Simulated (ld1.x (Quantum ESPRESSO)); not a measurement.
## Logarithmic derivatives: V, TM semilocal

```
Element                 : vanadium (V)
Generator               : ld1.x (Quantum ESPRESSO) 7.5
Type                    : norm-conserving Troullier–Martins (semilocal form)
Functional              : revPBE
Relativity              : scalar-relativistic
Frozen core             : [Ne] 3s2
Valence charge          : 11
Reference configuration : 3p6 3d3 4s1 4p0 (charge +1)
Partial waves           : 4s (bound): rc 2.20 bohr; 3p (bound): rc 0.85 bohr; 3d (bound): rc 1.60 bohr; 4f channel at 0.4 Ry: rc 2.35 bohr
Local potential         : the f channel
Core correction         : Bessel-smoothed model core, default radius (core density twice the valence density)
```

The phase is arctan(r·u′/u) with u = r·R(r), unwrapped; energies in Ry, scanned from -6 to 5 Ry. A pole is an energy at which the radial function vanishes at the test radius. The pseudo phase is shifted by a multiple of π to meet the all-electron one at the reference energy, and phase errors are pseudo minus all-electron; the curves can meet again beyond the range given. Levels narrower than the energy grid can be missing from the lists of poles.

```tsv
channel	radius (bohr)	reference energy (Ry)	poles, all-electron	poles, pseudo	unbroken range about the reference energy with phases within 0.05 rad	phase error 1 Ry above the reference energy (rad)
s	2.54	-0.79	-5.70, 1.83	1.42	-5.6 to 1.5	-0.020
p	2.54	-3.79	-3.74, 2.80	-3.74, 2.77	the whole range	-0.000
d	2.54	-0.92	-0.68, 4.28	-0.68, 4.75	below 0.8	+0.009
f	2.54	0.40	4.14	4.25	the whole range	+0.003
```

Phases in the d channel:

| E (Ry) | all-electron | pseudo |
| --- | --- | --- |
| -6.00 | 1.404 | 1.404 |
| -5.48 | 1.395 | 1.395 |
| -4.96 | 1.385 | 1.385 |
| -4.44 | 1.373 | 1.373 |
| -3.92 | 1.359 | 1.359 |
| -3.40 | 1.339 | 1.340 |
| -2.88 | 1.314 | 1.314 |
| -2.36 | 1.274 | 1.275 |
| -1.84 | 1.202 | 1.203 |
| -1.32 | 0.947 | 0.950 |
| -0.80 | -1.415 | -1.414 |
| -0.28 | -1.779 | -1.774 |
| 0.24 | -1.939 | -1.927 |
| 0.76 | -2.180 | -2.140 |
| 1.28 | -2.814 | -2.653 |
| 1.80 | -3.889 | -3.693 |
| 2.32 | -4.346 | -4.257 |
| 2.84 | -4.522 | -4.469 |
| 3.36 | -4.615 | -4.574 |
| 3.88 | -4.676 | -4.639 |
| 4.40 | -4.722 | -4.686 |
| 4.92 | -4.764 | -4.724 |
